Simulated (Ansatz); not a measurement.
The same bond dissociation along the group F, Br, I.

Computed with Ansatz on PBE0-D4/def2-TZVP structures; ΔE is electronic, products minus reactants. CBS: MP2 limit from def2 TZ/QZ plus the TZ coupled-cluster correction, frozen cores. This one scheme is used for every species. DFT in def2-TZVPP. No spin–orbit coupling; open shells (•) take unrestricted orbitals. def2 core potentials past Kr. For Br, I outer-core shells are correlated without core-valence functions, which leaves a few kJ/mol of doubt a bond. Scalar relativity is left out up to krypton. Each species was taken in one conformer, which may not be the lowest.

```tsv
reaction	CCSD(T)/CBS(def2) (kcal/mol)
`FCCF` → 2 `[CH2]F`•	99.0
`BrCCBr` → 2 `[CH2]Br`•	?
`ICCI` → 2 `[CH2]I`•	97.3
```

(1) Fill in the missing values. (Best estimate.)

Largest T1 diagnostic: 0.016, for `[CH2]I`•.

Results:

(1) The calculation gave: `BrCCBr` → 2 `[CH2]Br`•: +96.7 kcal/mol.
